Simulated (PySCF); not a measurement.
**Ge³⁺ (germanium, charge +3) across methods**

[Ar] 3d10 4s1, 2S determinant. Computed with PySCF 2.14 in aug-cc-pVTZ-PP with one added diffuse shell each of s, d, f type with ECP10MDF (7s5p5d3f, 68 functions), with scalar relativity through the core potential.

| method | E (hartree) | mean ε 3d α (eV) | mean ε 3d β (eV) | mean ε 4s α (eV) | Σ⟨r²⟩ (bohr²) | ⟨S²⟩ |
| --- | --- | --- | --- | --- | --- | --- |
| UHF | -291.33726 | -77.491 | -77.273 | -44.737 | 14.26 | 0.750 |
| PBE | -292.4019 | -63.911 | -63.620 | -41.046 | 14.24 | 0.750 |
| r2SCANh | -292.2828 | -65.680 | -65.400 | -41.912 | 14.20 | 0.751 |
| MN15 | -292.8212 | -69.979 | -69.811 | -41.953 | 14.34 | 0.750 |
| PBE0 | -292.3749 | -67.608 | -67.339 | -42.122 | 14.22 | 0.750 |
| wB97X-V | -292.3856 | -69.881 | -69.668 | -44.399 | 14.24 | 0.750 |
| LDA | -291.9062 | -63.998 | -63.721 | -41.489 | 14.25 | 0.750 |
| r2SCAN | -292.2833 | -64.233 | -63.938 | -41.510 | 14.20 | 0.751 |
| BHandHLYP | -292.2752 | -71.233 | -71.010 | -43.310 | 14.21 | 0.750 |

Energies and moments cover only the electrons outside the core potential.
